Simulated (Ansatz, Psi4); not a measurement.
Conformational energy of Ge(OH)4, SMILES [OH][Ge]([OH])([OH])[OH] (H4GeO4), singlet. Scanned: dihedral O3–Ge2–O1–H6; all other coordinates were relaxed at B3LYP-D3(BJ)/def2-SVP. Points at φ and −φ are mirror images. Heavy atoms are numbered in the order of the SMILES [OH][Ge]([OH])([OH])[OH], hydrogens after them in the order of the atoms that carry them; the mirror image has the same energies with the sign of each dihedral reversed.

- PBE/def2-TZVP // B3LYP-D3(BJ)/def2-SVP (Psi4)
- PBE-D3(BJ)/def2-TZVP // B3LYP-D3(BJ)/def2-SVP (Psi4)
- M06-2X/def2-TZVP // B3LYP-D3(BJ)/def2-SVP (Psi4)
- CCSD(T)/cc-pVTZ = CCSD(T) on RHF/cc-pVTZ, cores with 3d frozen // B3LYP-D3(BJ)/def2-SVP in Ansatz (a first-principles code)

Energies relative to the lowest point of each profile, in kJ/mol; the last columns give the difference from CCSD(T):

| φ / ° | PBE/def2-TZVP | PBE-D3(BJ)/def2-TZVP | M06-2X/def2-TZVP | CCSD(T)/cc-pVTZ | PBE/def2-TZVP − CCSD(T)/cc-pVTZ | PBE-D3(BJ)/def2-TZVP − CCSD(T)/cc-pVTZ | M06-2X/def2-TZVP − CCSD(T)/cc-pVTZ |
|---|---|---|---|---|---|---|---|
| -160 | 0.02 | 0.02 | 0.00 | 0.18 | -0.17 | -0.17 | -0.18 |
| -140 | 0.24 | 0.23 | 0.25 | 0.63 | -0.40 | -0.40 | -0.38 |
| -120 | 1.80 | 1.79 | 1.69 | 2.21 | -0.41 | -0.42 | -0.52 |
| -100 | 0.10 | 0.10 | 0.06 | 0.48 | -0.38 | -0.39 | -0.42 |
| -80 | 0.08 | 0.08 | 0.00 | 0.05 | 0.02 | 0.03 | -0.05 |
| -60 | 1.38 | 1.39 | 1.29 | 1.08 | 0.30 | 0.32 | 0.22 |
| -40 | 0.16 | 0.17 | 0.07 | 0.00 | 0.16 | 0.17 | 0.07 |
| -20 | 0.00 | 0.00 | 0.01 | 0.35 | -0.35 | -0.35 | -0.34 |
| 0 | 1.54 | 1.53 | 1.57 | 2.06 | -0.52 | -0.53 | -0.49 |
| 20 | 0.00 | 0.00 | 0.01 | 0.35 | -0.35 | -0.35 | -0.34 |
| 40 | 0.16 | 0.17 | 0.07 | 0.00 | 0.16 | 0.17 | 0.07 |
| 60 | 1.38 | 1.39 | 1.29 | 1.08 | 0.30 | 0.32 | 0.22 |
| 80 | 0.08 | 0.08 | 0.00 | 0.05 | 0.02 | 0.03 | -0.05 |
| 100 | 0.10 | 0.10 | 0.06 | 0.48 | -0.38 | -0.39 | -0.42 |
| 120 | 1.80 | 1.79 | 1.69 | 2.21 | -0.41 | -0.42 | -0.52 |
| 140 | 0.24 | 0.23 | 0.25 | 0.63 | -0.40 | -0.40 | -0.38 |
| 160 | 0.02 | 0.02 | 0.00 | 0.18 | -0.17 | -0.17 | -0.18 |
| 180 | 1.22 | 1.23 | 1.21 | 0.97 | 0.25 | 0.27 | 0.24 |

PBE/def2-TZVP is furthest from CCSD(T)/cc-pVTZ at 0 (-0.52 kJ/mol, below); its mean absolute difference over the points is 0.29 kJ/mol.

PBE-D3(BJ)/def2-TZVP is furthest from CCSD(T)/cc-pVTZ at 0 (-0.53 kJ/mol, below); its mean absolute difference over the points is 0.29 kJ/mol.

M06-2X/def2-TZVP is furthest from CCSD(T)/cc-pVTZ at -120 (-0.52 kJ/mol, below); its mean absolute difference over the points is 0.28 kJ/mol.
